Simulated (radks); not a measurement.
Q: Numerical settings for the erbium ion Er3+, [Xe] 4f11. Calculated with a radial shooting solver on a logarithmic mesh with Libxc functionals: scalar-relativistic Kohn-Sham, PBEsol, spin-polarised, spherical densities, finite nucleus; open shells are filled with parallel spins first (spin-orbit coupling, left out, can overturn this in heavy ions); Fermi nuclear charge, rms radius 5.2516 fm. The defaults (mesh step 0.008 in ln r, mesh end at 40 bohr or more with all orbitals vanishing there, Anderson mixing 0.5 over 9 steps, residual threshold near 1e-9 with the energy settled to 1e-9 hartree or 1e-11 of itself, here a cap of 86 iterations) give E = -13079.2788 hartree and 4f at -34.174 eV in 15 iterations. Run on one thread of a shared host, so times are rough (Arm Neoverse N1): 0.34 s of CPU time, 0.34 s wall, 15 iterations on 2213 mesh points. One setting is changed at a time: mesh step in ln r 0.005; mesh step in ln r 0.003; mesh step in ln r 0.02; mesh end (bohr) 2; mesh end (bohr) 3; residual threshold 1e-13; residual threshold 1e-16; mixing 1; linear mixing, mixing 0.8; linear mixing, mixing 0.5; mixing history 3; iteration cap 5. Which runs fail to converge, and which converge to a wrong energy?

A: Not converged within the cap: residual threshold 1e-16; linear mixing, mixing 0.8; iteration cap 5. Settings that end as converged yet miss the energy by more than 1 mhartree: mesh end (bohr) 2 (+5.67 hartree); mesh end (bohr) 3 (+0.277 hartree).
